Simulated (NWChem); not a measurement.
## sulfur difluoride (F2S) in NWChem

SMILES: S(F)F
```xyz
3

F      1.2275     0.0000    -0.4916
S      0.0000     0.0000     0.5530
F     -1.2275     0.0000    -0.4916
```
Charge 0, spin multiplicity 1.

Program: NWChem. Structure: optimised with PBE0/def2-SVP, a minimum by its harmonic frequencies.

Symmetry labels belong to the abelian group C2v used in the runs, with the axes of the coordinates shown.

Question: List the lowest 6 singlet excitations that TD-PBE/def2-SVPD gives, with oscillator strengths.

Answer: 
```csv
state,symmetry,energy (eV),wavelength (nm),f
1,a2,3.25,381,0.000
2,b2,4.32,287,0.002
3,b2,6.30,197,0.065
4,a2,7.44,167,0.000
5,a1,7.45,166,0.026
6,b2,7.52,165,0.015
```
